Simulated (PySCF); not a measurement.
Compound: BiH2I.
Cartesian coordinates in Å at the PBE0-D3(BJ)/def2-SVP level; atoms count from 1:
```xyz
4
BiH2I angstrom
Bi     0.1070    0.1944    0.8835
H      1.5927    0.1924   -0.1321
H     -0.5768    1.4942   -0.1567
I     -1.1228   -1.8810   -0.5947
```

Level of theory: TDDFT CAM-B3LYP/def2-SVPD, vertical, gas phase, core orbitals frozen in the response, def2 core potentials past Kr (PySCF 2.14.0, density-fitted response routines). Spin–orbit coupling is left out.

Transition dipole moments from the ground state, in atomic units and in the frame of the coordinates above (overall signs are arbitrary), for the states with f of 0.002 or more among the lowest 7:

```
state  E (eV)      μx      μy      μz
   S1   3.677  -0.053  -0.095  -0.343
   S2   3.844  -0.175   0.105  -0.002
   S3   5.191  -0.376  -0.638  -0.564
   S4   5.735  -0.022  -0.036   0.141
   S5   5.812  -0.266   0.160  -0.003
   S6   6.011   0.185   0.322   0.192
   S7   6.016  -0.112   0.050  -0.009
```

Work out the oscillator strengths.

f = (2/3) ΔE |μ|² with ΔE in hartree (27.2114 eV).

```tsv
state	|μ|² (au)	|μ| (D)	f
S1	0.129	0.91	0.012
S2	0.042	0.52	0.004
S3	0.866	2.37	0.110
S4	0.022	0.37	0.003
S5	0.096	0.79	0.014
S6	0.175	1.06	0.026
S7	0.015	0.31	0.002
```

Label these states by symmetry in Cs.

The ground state is totally symmetric, so the direction of μ fixes the label. Polarised normal to the mirror plane, so A″: S2, S5 and S7. Polarised in the mirror plane, so A′: S1, S3, S4 and S6.

What angle do the transition dipoles of S3 and S6 make?

|cos θ| = |μa·μb| / (|μa| |μb|) = 0.99, so θ ≈ 10° (taken between 0 and 90°, since the signs are arbitrary).

How is the summed strength of these states shared among x, y and z?

(2/3) Σ ΔE μα² gives 0.038 for x, 0.073 for y and 0.059 for z, 0.170 in all.

The vertical ionisation energy (ΔSCF) is 9.27 eV, 3.25 eV above S7.
